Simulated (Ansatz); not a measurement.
`[SiH3][O][Cd][Br]` + `[NH2][Al]([OH])[SH]` → `[NH2][Al]([SH])[O][SiH3]` + `[OH][Cd][Br]`  (ligand exchange at the Si–O bond)

Calculated with Ansatz (gas phase, PBE0-D4/def2-TZVP geometries, no zero-point term in ΔE). CBS: MP2 limit from def2 TZ/QZ plus the TZ coupled-cluster correction, frozen cores. Functionals use def2-TZVPP. Elements past krypton have def2 core potentials. For Br, Cd outer-core shells are correlated without core-valence functions, which leaves a few kJ/mol of doubt a bond. Scalar relativity is left out up to krypton. Each species was taken in one conformer, which may not be the lowest.

```tsv
level	ΔE (kJ/mol)
BLYP-D4	-11.9
CCSD(T)/def2-TZVPP	-3.9
```

What does CCSD(T)/CBS give? (An estimate is asked.)

The calculation gave: -6.5 kJ/mol. The listed levels differ from it by -5.4, 2.6 kJ/mol.

Largest T1 diagnostic among the species: 0.014.

At CCSD(T), def2-SVP lies +5.5 kJ/mol from the extrapolated value and def2-TZVPP +2.6 kJ/mol. From BLYP to BHLYP (50 % exact exchange), in def2-TZVPP and without D4, ΔE moves by +4.7 kJ/mol.
